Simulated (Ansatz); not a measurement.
Born–Oppenheimer molecular dynamics of ClHMgOS (5 atoms, charge 0, multiplicity 1). It goes on from the last frame of an earlier run, with new velocities.

All numbers below come from RKS PBE0/def2-SVP in Ansatz.

* ensemble: NVT, Langevin thermostat
* time step: 0.5 fs
* steps asked: 100
* set temperature: 500 K
* friction: 0.02 /fs
* seed: 385128

Frames 2.5 fs apart, positions in Å, forces in eV/Å.

Velocities at 0.0 fs (Å/ps):

```
O 0.61 3.96 1.93
S -3.37 3.14 1.02
Mg 1.56 -5.45 -2.19
Cl 2.43 -2.16 -0.15
H -25.36 44.68 -5.13
```

```xyz
5
Properties=species:S:1:pos:R:3:forces:R:3 time_fs=0.0 energy_less_start_eV=0.000 T=400
O -0.413 1.107 0.225 0.54 1.65 0.52
S 0.412 0.328 1.717 -0.16 0.30 -0.28
Mg 0.075 -0.647 -0.376 0.08 -1.23 -0.16
Cl -0.145 -2.549 -1.508 0.05 0.31 -0.07
H -0.041 2.019 0.154 -0.51 -1.03 -0.02
5
Properties=species:S:1:pos:R:3:forces:R:3 time_fs=2.5 energy_less_start_eV=-0.009 T=462
O -0.413 1.116 0.232 0.45 1.71 0.19
S 0.401 0.334 1.720 -0.14 0.39 -0.41
Mg 0.083 -0.662 -0.381 0.03 -0.74 0.11
Cl -0.136 -2.555 -1.508 0.04 0.20 -0.13
H -0.131 2.070 0.131 -0.38 -1.56 0.24
5
Properties=species:S:1:pos:R:3:forces:R:3 time_fs=5.0 energy_less_start_eV=-0.016 T=476
O -0.419 1.129 0.233 -0.30 -1.54 0.21
S 0.390 0.340 1.718 -0.13 0.54 -0.53
Mg 0.093 -0.685 -0.383 -0.05 -0.16 0.40
Cl -0.127 -2.559 -1.506 0.02 0.01 -0.24
H -0.238 2.046 0.098 0.47 1.15 0.16
5
Properties=species:S:1:pos:R:3:forces:R:3 time_fs=7.5 energy_less_start_eV=0.005 T=418
O -0.429 1.137 0.233 -0.17 -1.22 -0.06
S 0.378 0.346 1.716 -0.14 0.60 -0.62
Mg 0.104 -0.707 -0.387 -0.10 0.32 0.66
Cl -0.117 -2.564 -1.505 0.00 -0.18 -0.35
H -0.310 2.072 0.075 0.40 0.49 0.37
5
Properties=species:S:1:pos:R:3:forces:R:3 time_fs=10.0 energy_less_start_eV=0.049 T=269
O -0.441 1.141 0.231 0.03 0.57 -0.42
S 0.366 0.352 1.711 -0.14 0.62 -0.63
Mg 0.113 -0.721 -0.388 -0.12 0.59 0.78
Cl -0.112 -2.567 -1.502 -0.01 -0.31 -0.43
H -0.363 2.123 0.074 0.25 -1.47 0.70
5
Properties=species:S:1:pos:R:3:forces:R:3 time_fs=12.5 energy_less_start_eV=0.025 T=286
O -0.455 1.146 0.226 -0.04 -0.86 -0.22
S 0.352 0.355 1.701 -0.15 0.64 -0.57
Mg 0.121 -0.727 -0.387 -0.15 0.71 0.79
Cl -0.108 -2.567 -1.500 -0.01 -0.38 -0.47
H -0.406 2.104 0.102 0.35 -0.11 0.47
5
Properties=species:S:1:pos:R:3:forces:R:3 time_fs=15.0 energy_less_start_eV=0.005 T=307
O -0.469 1.147 0.225 -0.08 -1.70 -0.09
S 0.338 0.354 1.689 -0.11 0.60 -0.40
Mg 0.132 -0.729 -0.382 -0.17 0.61 0.65
Cl -0.104 -2.567 -1.504 0.00 -0.33 -0.44
H -0.410 2.091 0.145 0.37 0.83 0.29
5
Properties=species:S:1:pos:R:3:forces:R:3 time_fs=17.5 energy_less_start_eV=0.008 T=357
O -0.488 1.140 0.226 0.14 1.12 -0.10
S 0.325 0.356 1.680 -0.07 0.49 -0.23
Mg 0.142 -0.733 -0.374 -0.18 0.45 0.50
Cl -0.098 -2.567 -1.513 0.01 -0.25 -0.40
H -0.408 2.139 0.193 0.09 -1.81 0.23
5
Properties=species:S:1:pos:R:3:forces:R:3 time_fs=20.0 energy_less_start_eV=-0.029 T=460
O -0.509 1.135 0.230 0.10 0.52 0.00
S 0.311 0.357 1.671 -0.02 0.41 -0.04
Mg 0.149 -0.736 -0.367 -0.20 0.31 0.35
Cl -0.091 -2.569 -1.523 0.02 -0.17 -0.34
H -0.429 2.117 0.243 0.09 -1.07 0.04
5
Properties=species:S:1:pos:R:3:forces:R:3 time_fs=22.5 energy_less_start_eV=-0.019 T=299
O -0.533 1.134 0.234 -0.03 -1.92 -0.05
S 0.299 0.360 1.665 0.01 0.31 0.09
Mg 0.151 -0.736 -0.362 -0.22 0.19 0.22
Cl -0.083 -2.570 -1.530 0.04 -0.07 -0.28
H -0.469 2.067 0.311 0.20 1.50 0.02
5
Properties=species:S:1:pos:R:3:forces:R:3 time_fs=25.0 energy_less_start_eV=-0.031 T=367
O -0.559 1.129 0.243 0.09 0.20 0.17
S 0.291 0.367 1.659 0.08 0.19 0.24
Mg 0.155 -0.730 -0.358 -0.22 0.01 0.08
Cl -0.075 -2.571 -1.538 0.05 0.05 -0.20
H -0.489 2.093 0.359 0.00 -0.45 -0.29
5
Properties=species:S:1:pos:R:3:forces:R:3 time_fs=27.5 energy_less_start_eV=-0.020 T=259
O -0.583 1.128 0.253 0.10 0.64 0.18
S 0.284 0.372 1.653 0.13 0.16 0.41
Mg 0.158 -0.722 -0.355 -0.23 -0.14 -0.06
Cl -0.065 -2.568 -1.545 0.06 0.14 -0.14
H -0.498 2.097 0.375 -0.06 -0.80 -0.38
```

Of the whole run (50 fs, mean temperature of the second half 199 K): The mean temperature of the second half is 60 % below the set value. A run of 0.05 ps of so small a system gives no equilibrium averages.

The run took 2.4 min on 1 thread of Arm Neoverse V2, on a shared host, peak memory 0.12 GiB.
